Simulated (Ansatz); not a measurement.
Ansatz (a first-principles code) input (CAM-B3LYP/def2-TZVPD):

Ansatz 0.2 input:
```yaml
crystal:
  periodic: [false, false, false]
  atoms:
    - {symbol: H, position_ang: [-0.00000000, -0.00000000, -1.39203139]}
    - {symbol: O, position_ang: [-0.00000000, -0.00000000, -0.39505569]}
    - {symbol: C, position_ang: [0.00000000, 0.00000000, 0.75874615]}
basis:
  gaussian:
    orbitals: def2-TZVPD
hamiltonian:
  xc: {name: CAM-B3LYP}
total_charge: 1
output: {forces: true}
```

End of the output:

```
integrals: 0.01 GiB planned
409 factors; their error is unknown
integrals: 0.04 GiB planned
150 factors; integrals over basis functions are off by at most 6.5e-5 eV
mean field: 0.18 GiB planned
mean field evaluation 1: about -3078.9362 eV, gradient 8.2e1 eV
mean field evaluation 2: about -3063.7074 eV, gradient 1.2e2 eV
mean field evaluation 4: about -3088.1606 eV, gradient 2.1e0 eV
mean field evaluation 8: about -3088.1704 eV, gradient 2.6e-2 eV
mean field evaluation 16: about -3088.1778 eV, gradient 5.5e-5 eV
mean field -3088.17781009 eV, -113.4884412786 hartree, gradient 5.5e-5 eV, S^2 0.000000; 0 other end points of the search recorded, 0 dependent functions left out
the calculation of the forces begins
reference -3088.17787982 eV, -113.4884438412 hartree; 7, 7 occupied and 79, 79 virtual orbitals, 409 factors
Total energy: -3088.17787982 eV, -113.4884438412 hartree
Atom 0 at    -0.000000    -0.000000    -1.392031 Å, force    -0.000000     0.000000    -0.001530 eV/Å
Atom 1 at    -0.000000    -0.000000    -0.395056 Å, force     0.000000    -0.000000     0.505807 eV/Å
Atom 2 at     0.000000     0.000000     0.758746 Å, force    -0.000000     0.000000    -0.504277 eV/Å
Dipole moment:     0.000000    -0.000000    -0.543254 e Å
```

It need not be the lowest isomer of its formula.
